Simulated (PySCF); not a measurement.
B(Vi)(OEt)2, C6H13BO2, SMILES C(C)OB(OCC)C=C, singlet (GFN2-xTB optimised geometry):

```
22

B     -0.606    -0.621     0.000
C     -1.547    -1.892     0.058
C     -1.471    -2.982    -0.693
H     -2.362    -1.832     0.771
H     -2.174    -3.796    -0.605
H     -0.712    -3.107    -1.448
O     -1.247     0.570     0.000
C     -0.579     1.816    -0.027
C     -1.352     2.826     0.811
H      0.442     1.700     0.352
H     -0.525     2.153    -1.070
H     -1.396     2.498     1.846
H     -0.865     3.796     0.765
H     -2.368     2.918     0.435
O      0.754    -0.621     0.000
C      1.580    -1.759     0.021
C      2.208    -1.999    -1.349
H      2.368    -1.566     0.760
H      1.010    -2.642     0.337
H      2.783    -1.127    -1.652
H      2.865    -2.863    -1.309
H      1.432    -2.173    -2.091
```

Method: PBE0/def2-SVP (PySCF 2.14.0).

**Question.** What are the frontier orbital energies and the dipole moment?

**Answer.** HOMO-2 -8.27 eV, HOMO-1 -7.97 eV, HOMO -7.62 eV, LUMO -0.07 eV, LUMO+1 1.76 eV; dipole moment 1.39 D.

On the same geometry PySCF 2.14.0 with PBE/def2-SVP gives HOMO-2 -6.72 eV, HOMO-1 -6.51 eV, HOMO -6.32 eV, LUMO -1.06 eV, LUMO+1 0.86 eV; dipole moment 1.32 D.

Meta-Löwdin charges at PBE0/def2-SVP: B1 0.38, C2 -0.20, C3 -0.20, H4 0.11, H5 0.10, H6 0.09, O7 -0.38, C8 0.04, C9 -0.30, H10 0.09, H11 0.09, H12 0.10, H13 0.10, H14 0.10, O15 -0.39, C16 0.05, C17 -0.30, H18 0.10, H19 0.09, H20 0.11, H21 0.10, H22 0.10.
